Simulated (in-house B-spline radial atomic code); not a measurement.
Successive ionisation energies of thulium; each step leads to the configuration of the next row (after the last: [He] 2s2 2p3). NIST's values go from ground level to ground level; the uncertainty of those that are theory runs from under 0.1 % in few-electron ions to several per cent in heavy many-electron ones. Computed with a B-spline radial code for spherical atoms: non-relativistic Hartree-Fock, average of the configuration, point nuclei.

This level leaves out relativity, spin-orbit splitting included, which matters for heavy ions.

| ion | configuration | ionisation energy (eV) | tabulated value (eV) | tabulated kind | computed minus tabulated (eV) | highest orbital | largest mean radius (bohr) |
| --- | --- | --- | --- | --- | --- | --- | --- |
| Tm52+ | [Ne] 3s2 3p5 | 4865.8 | 4922 | tabulated theory | -56 | 3p | 0.21927 |
| Tm53+ | [Ne] 3s2 3p4 | 4977.4 | 5044 | tabulated theory | -67 | 3p | 0.21839 |
| Tm54+ | [Ne] 3s2 3p3 | 5090.0 | 5157 | tabulated theory | -67 | 3p | 0.21753 |
| Tm55+ | [Ne] 3s2 3p2 | 5203.4 | 5527 | tabulated theory | -324 | 3p | 0.21667 |
| Tm56+ | [Ne] 3s2 3p1 | 5317.6 | 5656 | tabulated theory | -338 | 3p | 0.21582 |
| Tm57+ | [Ne] 3s2 | 5533.4 | 5901 | tabulated theory | -368 | 3s | 0.21498 |
| Tm58+ | [Ne] 3s1 | 5647.0 | 6023 | tabulated theory | -376 | 3s | 0.21404 |
| Tm59+ | [He] 2s2 2p6 | 13240.0 | 13347 | tabulated theory | -107 | 2p | 0.09131 |
| Tm60+ | [He] 2s2 2p5 | 13543.5 | 13651 | tabulated theory | -107 | 2p | 0.090903 |
| Tm61+ | [He] 2s2 2p4 | 13849.8 | 13988 | tabulated theory | -138 | 2p | 0.090499 |

Question: Where is the largest jump?

Answer: From Tm58+ to Tm59+, by a factor of 2.34 (5647 to 13240 eV); the highest orbital goes from 3s to 2p.
